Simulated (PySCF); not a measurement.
Open-shell species derived from `N#CC1=C[C@@H]2C=C(F)[C@H]12`. All by UKS B3LYP (pcH-1 on C F H N) in PySCF, non-relativistic with spin–orbit coupling as a perturbation, on GFN2-xTB geometries; isolated species, one conformer each; SCF stability not tested. Couplings are magnitudes for isotopes of over 50 % abundance, averaged over nuclei equivalent by connectivity (but not across a short bond from an atom whose three angles sum to over 350°); populations are Mulliken's. Couplings are sensitive to structure, and on GFN2-xTB geometries they can be far from those on DFT ones, by a factor of two or more for some ions and for spin on atoms past the first row.

```csv
species,change,⟨S²⟩,g1,g2,g3,largest spin population on,largest couplings
N#CC1=C[C@H]2C=C(F)[C]12,H removed from sp3 C,0.777,2.0021,2.0025,2.0027,carbon bonded to 3 C (0.76),"1 × 19F 19 MHz, 1 × 1H 13 MHz, 1 × 1H 3 MHz"
N#CC1=C[C@@H]2[CH][C@@H](F)[C@H]12,H added to sp2 C,0.754,2.0021,2.0023,2.0028,carbon bonded to 2 C and H (0.98),"1 × 19F 233 MHz, 1 × 1H 63 MHz, 1 × 1H 60 MHz, 1 × 1H 54 MHz"
```

(1) Predict the same entries for `N#C[C+]1[CH][C@@H]2C=C(F)[C@H]12` [radical] (charge +1) (electron removed).

(2) How many first-order lines does each doublet give under fast tumbling, over what width, and where is its centre at 9.5 GHz?

Answers

(1) ⟨S²⟩: 0.756; g1: 2.0024; g2: 2.0028; g3: 2.0047; largest spin population on: carbon bonded to 2 C and H (0.33); largest couplings: 1 × 19F 60 MHz, 1 × 1H 24 MHz, 1 × 1H 14 MHz, 1 × 1H 7 MHz, and 2 smaller. Largest spin populations (Mulliken): C6 (+0.33), C3 (+0.22), C7 (+0.20) and C4 (+0.18). Five atoms exceed +0.15. The positive populations add up to 1.14 and the negative ones to -0.14, together 2S = 1. (Numbering: [N:1]#[C:2][C+:3]1[CH:4][C@@H:5]2[CH:6]=[C:7]([F:8])[C@H:9]12 (hydrogens: H10 on C4; H11 on C5; H12 on C6; H13 on C9).)

(2) 
```json
{"species": "N#C[C+]1[CH][C@@H]2C=C(F)[C@H]12 (charge +1 and doublet state)", "lines": "96", "width (mT)": "4.2", "centre (mT)": "338.82"}
{"species": "N#CC1=C[C@H]2C=C(F)[C]12", "lines": "8", "width (mT)": "1.3", "centre (mT)": "338.97"}
{"species": "N#CC1=C[C@@H]2[CH][C@@H](F)[C@H]12", "lines": "16", "width (mT)": "14.6", "centre (mT)": "338.97"}
```

Splittings under 0.05 mT aren't counted.

The drawing needn't show where the spin sits: the atom drawn as the radical centre holds a spin population of 0.18 in N#C[C+]1[CH][C@@H]2C=C(F)[C@H]12 (charge +1 and doublet state).
